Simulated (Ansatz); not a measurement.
Geometry optimisation, Ansatz 0.2.0, RKS BLYP-D4/def2-SVP.

Input:

```yaml
crystal:
  periodic: [false, false, false]
  atoms:
    - { symbol: F, position_ang: [1.89232, -1.16405, 0.4229] }
    - { symbol: Si, position_ang: [0.3733, -0.99194, -0.09657] }
    - { symbol: F, position_ang: [-0.26993, -2.01419, 0.9755] }
    - { symbol: Si, position_ang: [-0.41094, 1.07863, 0.04857] }
    - { symbol: H, position_ang: [0.23251, 1.95202, -0.95304] }
    - { symbol: H, position_ang: [-1.81727, 1.13953, -0.39736] }
basis:
  gaussian: { orbitals: def2-SVP }
hamiltonian:
  xc: blyp
  dispersion: d4
relax:
  f_tol: 0.015
  max_steps: 40
```

Run as:

```bash
$ ansatz run input.yaml --threads 1 --pin off --max-ram 2048MiB --backend cpu --events-out ev --progress --plain --runs-dir out
```

Q: Where does it end, and by what steps?

A: The run converged. After 7 steps the energy has fallen by 0.369 eV; Si2 moved furthest, 0.31 Å.

```json
{"step": "0", "energy less start (eV)": "0.0000", "largest force component (eV/Å)": "1.293", "accepted": "yes"}
{"step": "1", "energy less start (eV)": "-0.2486", "largest force component (eV/Å)": "1.027", "accepted": "yes"}
{"step": "2", "energy less start (eV)": "-0.3251", "largest force component (eV/Å)": "0.769", "accepted": "yes"}
{"step": "3", "energy less start (eV)": "-0.3363", "largest force component (eV/Å)": "0.383", "accepted": "yes"}
{"step": "4", "energy less start (eV)": "-0.3665", "largest force component (eV/Å)": "0.065", "accepted": "yes"}
{"step": "5", "energy less start (eV)": "-0.3681", "largest force component (eV/Å)": "0.051", "accepted": "yes"}
{"step": "6", "energy less start (eV)": "-0.3688", "largest force component (eV/Å)": "0.032", "accepted": "yes"}
{"step": "7", "energy less start (eV)": "-0.3689", "largest force component (eV/Å)": "0.012", "accepted": "yes"}
```

```xyz
6
Properties=species:S:1:pos:R:3
F 1.954 -1.164 0.252
Si 0.363 -0.814 0.156
F -0.375 -2.085 0.866
Si -0.470 1.313 0.188
H 0.332 1.797 -1.013
H -1.805 0.952 -0.449
```

Whether the end is a true minimum wasn't checked by a vibrational analysis.

Time of the run: 9.8 s on 1 thread of Intel(R) Xeon(R) Platinum 8488C (Sapphire Rapids) (shared host), peak memory 0.14 GiB.
